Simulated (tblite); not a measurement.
C4H10BO2P.
Atom-mapped SMILES: `[O:1]=[CH:2][CH2:3][CH2:4][CH2:5][B:6]([OH:7])[PH2:8]` (hydrogens: H9 on C2; H10, H11 on C3; H12, H13 on C4; H14, H15 on C5; H16 on O7; H17, H18 on P8)

Computed with GFN2-xTB (tblite), gas phase: L-BFGS steps from a force-field or distance-geometry start until the largest atomic force falls under 0.01 eV/Å.

Step 21: E = -694.5955 eV
```
atom  x, y, z in Å  |  force x, y, z in eV/Å
O1      3.1179    0.9961   -1.6163    0.067   0.301  -0.159
C2      3.0236    0.0793   -0.8559   -0.304  -0.403   0.022
C3      1.9479   -0.0179    0.2057    0.387  -0.002   0.207
C4      0.5455   -0.1350   -0.4204    0.580  -0.124  -0.047
C5     -0.5161   -0.2215    0.6712   -0.131  -0.235  -0.237
B6     -1.9659   -0.3815    0.0636   -2.590  -0.235   0.214
O7     -2.7710   -1.3957   -0.3606    1.874  -0.540  -0.837
P8     -3.2558    1.2054    0.2245   -0.053  -0.883  -0.467
H9      3.7153   -0.7891   -0.9547   -0.148   0.067   0.221
H10     2.0985   -0.8726    0.8716    0.174   0.009  -0.159
H11     2.0410    0.8923    0.8169   -0.275  -0.114  -0.179
H12     0.3549    0.7425   -1.0307    0.008   0.039  -0.218
H13     0.5409   -1.0337   -1.0671   -0.120   0.371   0.259
H14    -0.2399   -1.0188    1.3746   -0.172   0.141  -0.128
H15    -0.5558    0.7297    1.2118    0.410  -0.176   0.138
H16    -2.4627   -2.2719   -0.7633   -0.341   1.533   1.118
H17    -2.3378    2.2052    0.0063    0.258   0.151   0.337
H18    -3.2894    1.2936    1.6108    0.377   0.100  -0.086
```

Step 22: E = -694.7223 eV
```
atom  x, y, z in Å  |  force x, y, z in eV/Å
O1      3.1104    0.9857   -1.6164    0.099   0.283  -0.162
C2      3.0166    0.0776   -0.8439   -0.279  -0.243  -0.144
C3      1.9395   -0.0147    0.2081    0.442  -0.033   0.227
C4      0.5422   -0.1206   -0.4163    0.489  -0.167  -0.158
C5     -0.5294   -0.1917    0.6599   -0.086  -0.331  -0.144
B6     -1.9912   -0.3611    0.0609   -1.087  -0.036  -0.027
O7     -2.6276   -1.3996   -0.4582   -0.402   3.187   0.684
P8     -3.2707    1.1846    0.2250   -0.076  -0.506  -0.491
H9      3.7091   -0.7895   -0.9310   -0.115   0.050   0.214
H10     2.1190   -0.8675    0.8590    0.029  -0.143   0.033
H11     2.0103    0.8891    0.8205   -0.142   0.039  -0.073
H12     0.3853    0.7414   -1.0505   -0.104   0.232  -0.194
H13     0.5247   -1.0115   -1.0516   -0.107   0.008   0.041
H14    -0.2872   -1.0152    1.3312    0.002  -0.101   0.105
H15    -0.4950    0.7250    1.2369    0.109   0.162   0.213
H16    -2.5809   -2.2808   -0.6635    0.837  -2.505  -0.420
H17    -2.3636    2.2036    0.0133    0.147   0.011   0.242
H18    -3.2202    1.2516    1.6048    0.243   0.094   0.055
```

**Question.** Estimate the geometry and energy of step 23. (The exact step hangs on the optimiser's Hessian estimate; all steps are aligned on step 22, rigid shifts and turns removed.)

**Answer.** E = -694.7787 eV, largest force 1.493 eV/Å
```
atom  x, y, z in Å  |  force x, y, z in eV/Å
O1      3.1186    0.9972   -1.6292   -0.056  -0.100   0.109
C2      3.0060    0.0839   -0.8595    0.025   0.002   0.062
C3      1.9619   -0.0185    0.2177   -0.131  -0.022  -0.087
C4      0.5667   -0.1288   -0.4275   -0.167   0.200   0.150
C5     -0.5201   -0.1937    0.6558   -0.235   0.159  -0.089
B6     -2.0240   -0.3320    0.0705    0.303   0.125   0.331
O7     -2.6097   -1.3835   -0.4130   -0.979  -0.898  -0.681
P8     -3.3010    1.1743    0.1974    0.186  -0.015  -0.005
H9      3.6879   -0.7860   -0.9088    0.063  -0.053  -0.071
H10     2.1209   -0.8820    0.8691    0.146   0.075  -0.123
H11     2.0030    0.8912    0.8216   -0.072  -0.003  -0.026
H12     0.3927    0.7528   -1.0532    0.061  -0.158  -0.009
H13     0.5156   -1.0217   -1.0596    0.059   0.106   0.063
H14    -0.2808   -1.0182    1.3333   -0.104  -0.008  -0.041
H15    -0.4867    0.7312    1.2480    0.187  -0.190  -0.056
H16    -2.5986   -2.3117   -0.6991    0.710   0.828   0.489
H17    -2.3699    2.1890    0.0463    0.022  -0.019  -0.017
H18    -3.1912    1.2630    1.5784   -0.020  -0.028   0.001
```

The energy changes by -0.0564 eV. The first-order estimate −F·Δx gives -0.2778 eV and the mean of the old and new forces, exact on a quadratic surface, -0.0616 eV. The step makes an angle of 62° with the force vector and moves no atom by more than 0.051 Å.

What follows is the cost of the whole relaxation. On one thread of an Arm Neoverse N1, shared host with 64 logical CPUs at a one-minute load of 60, this took 3.1 s of wall time.
